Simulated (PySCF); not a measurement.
An unknown is described by computed data only.

Elements present: B, C, Cl and F. Monoisotopic mass: 173.9422 u.

| Property | Result |
| --- | --- |
| Valence photoelectron | vertical ionisation energy: 11.50 eV [ΔSCF CAM-B3LYP/def2-SVPD] |
| Triplet | lowest triplet excitation (Tamm–Dancoff): 4.20 eV [TDA CAM-B3LYP/def2-SVPD] |
| UV, strongest line | among the 10 lowest singlet transitions: S7 at 7.73 eV (160 nm, f = 0.422) [TDDFT CAM-B3LYP/def2-SVPD] |
| Polarisability | 80.0 au [CAM-B3LYP/def2-SVPD] |
| 13C NMR | chemical shifts (computed TMS as zero) by class: 118.8 (1 C), 106.4 (1 C), 91.0 (1 C) ppm [GIAO PBE0/pcSseg-1] |
| Rotational structure | rotational constants A, B, C: 2.038, 0.448, 0.392 GHz [PBE0-D3(BJ)/def2-SVP] |

The electronic properties come from PySCF, for the isolated species, density fitting. Levels stand in brackets. Isolated species at its PBE0-D3(BJ)/def2-SVP geometry, gas phase. NMR values are class means; diastereotopic atoms form classes of their own.

**Question.** Which formula fits the mass and the elements?

**Answer.** C3BCl2F3 (calculated 173.9422). No other formula that holds each of these elements comes within 0.0003 u with a fitting electron parity and a possible valence count.

**Question.** Propose a structure and show how it fits.

**Answer.** Numbering: `[F:1][C:2]([F:3])([F:4])[C:5]#[C:6][B:7]([Cl:8])[Cl:9]`. 3 carbons fall into 3 classes; from least to most shielded: CF3 carbon [C2] (118.8 ppm), alkyne carbon [C5] (106.4 ppm), alkyne carbon [C6] (91.0 ppm). The first electron is taken from the HOMO, whose largest Löwdin shares are 0.28 on an alkyne carbon, 0.26 on an alkyne carbon and 0.20 on each of 2 atoms of one kind (chlorine bonded to B). By its constants the optimised geometry is an asymmetric top. Structure: `FC(F)(F)C#CB(Cl)Cl`. The assignments are read from this structure; whether some other isomer fits the data as well wasn't checked.
